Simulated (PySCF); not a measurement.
SMILES OB(O)[SiH2][Al]([OH])[OH], singlet (PBE0/def2-SVP optimised geometry):

```
13

B      1.171    -1.575    -0.066
O      0.222    -2.526    -0.070
O      2.468    -1.993    -0.106
Si     0.672     0.434     0.000
Al    -1.751     0.434     0.000
O     -3.015     1.571     0.000
O     -2.209    -1.227    -0.008
H     -0.698    -2.195    -0.045
H      3.100    -1.270    -0.100
H      1.230     1.200    -1.167
H      1.222     1.113     1.224
H     -2.947     2.526    -0.001
H     -3.100    -1.585    -0.017
```

Computed with PBE0/def2-TZVP in PySCF.

Question: What are the frontier orbital energies and the dipole moment?

Answer: HOMO-2 -8.98 eV, HOMO-1 -8.33 eV, HOMO -7.39 eV, LUMO -1.09 eV, LUMO+1 -0.51 eV; dipole moment 3.63 D.

On the same geometry PBE/def2-TZVP (PySCF 2.14.0) gives HOMO-2 -7.35 eV, HOMO-1 -7.03 eV, HOMO -6.18 eV, LUMO -1.83 eV, LUMO+1 -1.32 eV; dipole moment 3.36 D.

Meta-Löwdin charges at PBE0/def2-TZVP: B1 0.30, O2 -0.50, O3 -0.51, Si4 -0.01, Al5 0.97, O6 -0.78, O7 -0.78, H8 0.36, H9 0.36, H10 -0.06, H11 -0.06, H12 0.36, H13 0.35.
